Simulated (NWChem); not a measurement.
Molecule: CH2BF3; SMILES BC(F)(F)F

```xyz
7

B     -0.0001     1.5569     0.4617
C      0.0005     0.0136     0.0516
F     -0.0155     0.0161    -1.3004
F     -1.0665    -0.6761     0.4665
F      1.0820    -0.6685     0.4410
H     -1.0554     2.1186     0.5805
H      1.0537     2.1260     0.5559
```
Atoms are numbered in this order, from 1.

STO-3G and 3-21G are far too small for this property and stand as cheap habits. All runs use the structure optimised with PBE0/def2-SVP.

Q: Give the principal values of the shielding tensors (ppm) of B1, C2, F3, F4 from Hartree-Fock/STO-3G, GIAO (NWChem), with their diamagnetic and paramagnetic parts as GIAO splits them.

A: 
```tsv
atom	σ11	σ22	σ33	isotropic	diamagnetic	paramagnetic
B1	1.4	8.0	165.3	58.2	195.3	-137.1
C2	130.6	159.2	163.6	151.1	254.2	-103.1
F3	417.9	458.5	507.9	461.5	456.3	5.1
F4	424.0	460.3	503.0	462.4	455.9	6.5
```
